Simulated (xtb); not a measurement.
Input file for xtb: GFN2-xTB on ClNa (SMILES [Na][Cl]).

```
$ xtb mol.xyz --gfn 2 --sp --chrg 0 --uhf 0
2

Na    -1.18160897     0.00000000    -0.00000000
Cl     1.18160897    -0.00000000     0.00000000
```

What total energy does the run end on?

-4.8194 hartree.
